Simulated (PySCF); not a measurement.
Species: TeI2Me2, C2H6I2Te.
Bonds: Te1–I2, Te1–I3, Te1–C4, Te1–C8. Hydrogens: H5, H6, H7 on C4; H9, H10, H11 on C8.

The calculation used PySCF, PBE0-D3(BJ)/def2-SVP geometry optimisation, gas phase, def2 core potentials past Kr.

(1) What internal coordinates does the optimisation give?

Results:

(1) 
```tsv
bond	length (pm)
Te1–I2, Te1–I3	291.0
Te1–C4, Te1–C8	214.4
C4–H5 and 5 like bonds	109.7
```

Bonds in one row agree within 1 pm and their mean is given. A selection of angles:
```tsv
angle	degrees
I2–Te1–I3	175.9
I2–Te1–C4	90.2
I2–Te1–C8	87.1
I3–Te1–C8	90.9
C4–Te1–C8	97.1
Te1–C4–H5	106.6
H5–C4–H6	112.3
H5–C4–H7	110.1
H6–C4–H7	112.6
```

Te1 (tellurium bonded to 2 C and 2 I) is seesaw-shaped (angles from 86.6° to 175.9°).

PBE0-D3(BJ)/def2-SVP frequencies: not computed here.
